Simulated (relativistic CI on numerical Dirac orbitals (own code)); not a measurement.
**Ir7+: N6,7 absorption edge**

Computed with this model: Dirac-Coulomb-Breit CI, orbitals from a KLI potential per configuration, model QED (radiative potential, 1s self-energy scaled to tabulated hydrogen-like ionisation energies), multiplet model of core-to-valence dipole absorption, unscaled Slater integrals; configurations [Xe] 4f14 5d2 → [Xe] 4f13 5d3; 10 K; Lorentzian 0.3 eV and Gaussian 0.3 eV FWHM. Energies are those of the free ion, without screening or charge transfer. The branching ratio is the share of the lower-energy edge in the whole absorption, uncertain by about 0.02 where the edges overlap. S is read from ⟨S²⟩ = S(S + 1).

Field parameters in Wybourne normalisation: Oh B⁴₀ = 21Dq, B⁴₄ = √(5/14) B⁴₀. The field is a parameter set, without covalency.

free ion: ground-state S = 0.93, centroid 71.71 eV. Peaks (eV, height): 68.0 (7), 69.0 (11), 69.9 (23), 71.0 (62), 71.7 (100), 72.8 (52), 73.7 (29).

Oh, 10Dq = 10000 cm⁻¹: ground-state S = 0.95, centroid 71.82 eV. Peaks (eV, height): 69.0 (15), 70.7 (87), 72.1 (100), 73.0 (63).

Strongest unbroadened transitions for free ion:

| Energy (eV) | Relative strength |
| --- | --- |
| 67.98 | 6.8 |
| 68.93 | 6.7 |
| 68.98 | 6.3 |
| 69.83 | 22.1 |
| 70.43 | 7.2 |
| 70.51 | 12.5 |
| 70.60 | 33.4 |
| 70.91 | 26.3 |
| 71.04 | 41.0 |
| 71.67 | 100.0 |
| 71.70 | 12.0 |
| 71.96 | 6.9 |
| 72.07 | 78.4 |
| 72.55 | 7.8 |
| 72.58 | 13.0 |
| 72.83 | 46.1 |
| 73.64 | 23.3 |
| 73.67 | 6.1 |
